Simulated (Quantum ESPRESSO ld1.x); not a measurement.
Rb4+, configuration [Ar] 3d10 4s2 4p3 (the NIST ground configuration). Method: scalar-relativistic Kohn-Sham, LDA (Slater exchange, Perdew-Zunger correlation), spin-polarised, spherical densities, point nucleus; open shells are filled with parallel spins first; computed with ld1.x of Quantum ESPRESSO 7.5.

Normalised radial functions P(r) = r R(r), r in bohr:

```
   r/bohr * 3d up, o 3d down, + 4d up (the largest magnitude, 1.38, reaches the edge; | marks zero, & curves that meet)
 0.003043                             &
  0.00454                             &
 0.006827                             &
  0.01018                             &
  0.01519                             &
  0.02285                             &
  0.03408                             &
  0.05085                             +&
  0.07647                             |+ &
   0.1141                             | +     &
   0.1715                             |    +         &
   0.2559                             |      +               &
   0.3818                             |      +                   &
   0.5741                             |  +                   &
   0.8565                        +    |            &
    1.278                +            |    &
    1.921              +              |&
    2.866                    +        &
    4.311                           + &
    6.431                             &
```

3d up: eigenvalue -156.69 eV, 0 radial nodes, <r> = 0.524 bohr, 90 % of the charge inside 0.853 bohr. 3d down: eigenvalue -156.07 eV, 0 radial nodes, <r> = 0.522 bohr, 90 % of the charge inside 0.848 bohr. 4d up (empty): eigenvalue -36.465 eV, 1 radial node at r = 0.675 bohr, <r> = 1.95 bohr, 90 % of the charge inside 2.90 bohr.
